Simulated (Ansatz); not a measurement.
BClH$_{4}$OSSi (`[SiH3]OB(S)Cl`), relaxed with RKS PBE-D4/def2-SVP in Ansatz from a rough embedded geometry. The force threshold is 0.03 eV/Å; the program also tests the step.

Charge 0, multiplicity 1.

Start:

```xyz
9

Si   -0.421   -0.073   -1.318
O    -1.190    0.290    0.213
B    -0.110    0.438    1.234
S     0.344   -1.082    2.188
Cl    0.545    2.084    1.624
H    -1.419   -0.122   -2.349
H     0.482    1.089   -1.640
H     0.314   -1.273   -1.227
H     1.455   -1.351    1.276
```

(1) By how much does the energy fall, and how many steps does the optimiser take? (Estimate.)

(2) Which bonds change most? (Best estimate.)

(3) Give the relaxed structure. (An estimate is asked.)

Answers

(1) Ansatz gave: 131.74 kJ/mol, in 20 steps.

(2) The calculation gave: O2–B3 from 1.493 to 1.353 Å; S4–H9 from 1.462 to 1.360 Å; Si1–H8 from 1.411 to 1.503 Å; Si1–H6 from 1.436 to 1.499 Å.

(3) Computed: 
```xyz
9

Si   -0.454   -0.004   -1.608
O    -0.188    0.774   -0.126
B     0.226    0.440    1.118
S     0.709   -1.277    1.523
Cl    0.290    1.720    2.354
H    -1.933   -0.038   -1.851
H     0.232    0.806   -2.664
H     0.104   -1.399   -1.568
H     1.014   -1.022    2.824
```
